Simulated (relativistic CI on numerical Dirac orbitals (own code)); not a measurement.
# S3+: what numerical and physical settings do to a radial Dirac CI calculation

Reference input:

```
atom S  Z=16  charge=3  electrons=13
nucleus A=32  rms_radius_fm=3.2611
hamiltonian dirac-coulomb  breit=on  qed=on  c_scale=1
orbitals kli  potential=per-configuration
slater_scale 1
correlation none
mixing on
grid step=0.0125 r_max=25.7
scf mixing=0.4 start=green max_iterations=150 tolerance=2e-08 node_fill=0.05
configurations
  [Ne] 3s2 3p
  [Ne] 3s 3p2
  [Ne] 3s2 3d
end
```

Computed lowest total energy -396.05116 Ha, first excitation 962.8 cm⁻¹, 30 SCF steps. Runs with settings changed; * marks those that are bad on purpose (the QED terms keep the true α when c is scaled):

```tsv
Changed	Outcome	Lowest level	ΔE (Ha)	First excitation (cm⁻¹)	SCF steps	Message
Breit term off, iteration limit 20, speed of light × 10	converged	3s2 3p 2P°_1/2	1.02	10.3	29	
grid step 0.03	converged	3s2 3p 2P°_1/2	7.39e-05	962.8	29	
speed of light × 1.25	converged	3s2 3p 2P°_1/2	0.373	615.4	29	
Breit term off, speed of light × 1.25	converged	3s2 3p 2P°_1/2	0.317	645.3	29	
iteration limit 2 *	not converged				2	SCF of 1s2 2s2 2p6 3s2 3p did not converge
SCF tolerance 0.01 *	converged	3s2 3p 2P°_1/2	-3.46e-06	962.9	15
```

With so few configurations and no correlation, terms lie too far apart (by 10 to 50 % near neutrality), their order can be wrong, and levels of other configurations are missing.
